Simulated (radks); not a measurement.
Results of a calculation; reference values are marked as such.
Task: Level of theory: non-relativistic Kohn-Sham, PBE, spin-polarised, spherical densities, point nucleus; open shells are filled with parallel spins first (spin-orbit coupling, left out, can overturn this in heavy ions) (a radial shooting solver on a logarithmic mesh with Libxc functionals). Response by self-consistent Sternheimer equations with the Hartree and adiabatic LDA kernel. For heavy and open-shell atoms this level of theory can miss by tens of per cent. Estimate the static dipole polarisabilities of Al2+ ([Ne] 3s1) and Zr ([Kr] 4d2 5s2) and the C6 coefficients of the three pairs.

Result: alpha = 12.78 and 124.6 bohr^3; C6 = 33.37 (Al2+-Al2+), 232.9 (Al2+-Zr), 1734 (Zr-Zr) hartree bohr^6.
